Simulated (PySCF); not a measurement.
difluoro(fluorosilyl)silane (F3H3Si2), SMILES F[SiH2][SiH](F)F.

Geometry: PBE-D3(BJ)/def2-SVP. The values are those of a single conformer.

Method: PBE-D3(BJ)/def2-SVP (PySCF).

Frequencies are harmonic and unscaled.

Task: Give all harmonic wavenumbers and intensities. (An estimate is asked for; the answer gives what the named calculation found.)

Result: 
```
mode  ν (cm⁻¹)  IR (km/mol)  moving atoms (share of kinetic energy)
----  --------  -----------  --------------------------------------
1           47          2.7                 F 64 %, Si 21 %, H 15 %
2           86          4.3                         F 81 %, Si 14 %
3          170         16.3                 F 40 %, Si 38 %, H 22 %
4          201          0.4                         F 75 %, Si 24 %
5          301         20.8                         F 68 %, Si 27 %
6          424          6.9                  Si 61 %, H 30 %, F 8 %
7          507         19.1                         H 53 %, Si 43 %
8          708         21.5                                  H 90 %
9          767        237.8                                  H 86 %
10         793         31.7                          H 84 %, F 14 %
11         812        134.0                 F 44 %, H 38 %, Si 18 %
12         829        100.3                 F 55 %, Si 26 %, H 19 %
13         901         22.9                 H 69 %, Si 20 %, F 11 %
14         910         85.0                 H 59 %, Si 27 %, F 14 %
15         929        154.1                  Si 49 %, F 43 %, H 8 %
16        2166         86.4                                  H 98 %
17        2181         62.7                                  H 96 %
18        2192        144.9                                  H 96 %
```
